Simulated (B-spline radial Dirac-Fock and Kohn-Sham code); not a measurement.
## The K-LL Auger spectrum of W⁴⁺

System: tungsten as W⁴⁺ in the configuration [Xe] 4f14 6s2 (not the ground configuration).

The run's input, task.json:

```json
{"items": [{
  "Z": 74,
  "q": 4,
  "cfg": [[1, 0, 2], [2, 0, 2], [2, 1, 6], [3, 0, 2], [3, 1, 6], [3, 2, 10], [4, 0, 2], [4, 1, 6], [4, 2, 10], [4, 3, 14], [5, 0, 2], [5, 1, 6], [6, 0, 2]],
  "A": 184,
  "rrms": 5.3658,
  "do": ["binding", "quiet", "double"]
}]}
```

Run with: `python xray_run.py task.json out`

Method: Dirac-Fock (average of configuration) total-energy differences with a finite nucleus, the Breit interaction including its frequency dependence, and self-energy and vacuum-polarisation corrections. Computed with a radial finite-basis atomic code. The two-hole levels come from diagonalising the Coulomb interaction among the jj configurations; intensities are independent-particle Coulomb rates. Kinetic energies are from the vacuum level. Electron correlation is not included. The rates lack the Breit term, which in heavy atoms raises K-L1L1 and K-L1L2. Labels follow the leading weight; the literature often keeps the label of the LS limit.

```csv
kinetic energy (eV),J,leading jj holes (weight),leading LS term (weight),intensity (%)
45014.0,0,L1L1 (1.00),¹S0 (1.00),11.6
45580.8,1,L1L2 (1.00),³P1 (0.62),16.2
45623.9,0,L1L2 (1.00),³P0 (1.00),2.2
46084.8,0,L2L2 (1.00),³P0 (0.65),2.5
46895.9,1,L1L3 (1.00),¹P1 (0.62),12.0
46977.0,2,L1L3 (1.00),³P2 (1.00),3.0
47453.0,2,L2L3 (1.00),¹D2 (0.68),37.6
47479.1,1,L2L3 (1.00),³P1 (1.00),0.1
48768.2,0,L3L3 (1.00),¹S0 (0.65),1.9
48818.7,2,L3L3 (1.00),³P2 (0.68),12.8
```

The strongest line, by its leading LS label ¹D2, lies at 47453.0 eV. The mean weight of the leading component is 1.00 in jj and 0.79 in LS coupling, so jj labels describe these levels better.
